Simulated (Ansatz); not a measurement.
Reaction (formal exchange of groups at a C–Ge bond): `C#[C][GeH2][OH]` + `COC=O` → `C#CCOC=O` + `[OH][GeH3]`

Gas-phase electronic energies from Ansatz, PBE0-D4/def2-TZVP geometries. CCSD(T)/CBS adds triple-zeta CCSD(T) − MP2 to the extrapolated MP2 energy (def2 sets, frozen cores). Functionals use def2-TZVPP. B3LYP here is the variant with VWN-RPA as its local correlation; programs differ in this. For Ge outer-core shells are correlated without core-valence functions, which leaves a few kJ/mol of doubt a bond. Scalar relativity is left out up to krypton. Each species was taken in one conformer, which may not be the lowest.

`C#[C][GeH2][OH]`:

```xyz
8

C     0.655    0.150    2.236
C     0.375   -0.027    1.079
Ge   -0.034   -0.359   -0.738
O    -1.019    1.032   -1.244
H     0.898    0.317    3.261
H    -0.843   -1.661   -0.866
H     1.261   -0.426   -1.565
H    -1.292    0.975   -2.162
```

`COC=O`:

```xyz
8

C     0.288   -0.330    0.929
O     0.411   -0.487   -0.485
C    -0.313    0.357   -1.215
O    -1.035    1.209   -0.787
H    -0.746   -0.481    1.241
H     0.934   -1.085    1.369
H     0.606    0.669    1.230
H    -0.145    0.149   -2.281
```

`C#CCOC=O`:

Cartesian coordinates in Å:
```
C -0.051 2.090 -1.093
C -0.214 1.244 -0.260
C -0.422 0.231 0.758
O -0.659 -1.064 0.188
C 0.432 -1.782 -0.093
O 1.562 -1.451 0.104
H 0.103 2.838 -1.836
H 0.444 0.183 1.423
H -1.315 0.454 1.342
H 0.121 -2.741 -0.532
```

`[OH][GeH3]`:

Cartesian coordinates in Å:
```
O -0.448 -1.294 0.087
Ge 0.254 0.345 0.103
H -1.161 -1.384 -0.548
H 1.355 0.275 1.164
H -0.828 1.375 0.480
H 0.829 0.683 -1.286
```

Is it downhill or uphill in electronic energy at CCSD(T)/CBS, and by how much? (Estimate.)

The calculation gave: Uphill: ΔE = +0.53 eV.

What do these levels give: PBE-D4, PBE0-D4, B3LYP-D4, ωB97M-V, r2SCAN, CCSD/CBS(def2)? (An estimate is asked.)

Ansatz gave: PBE-D4 0.40, PBE0-D4 0.43, B3LYP-D4 0.45, ωB97M-V 0.48, r2SCAN 0.46, CCSD/CBS(def2) 0.54 eV.

Largest T1 diagnostic among the species: 0.015.
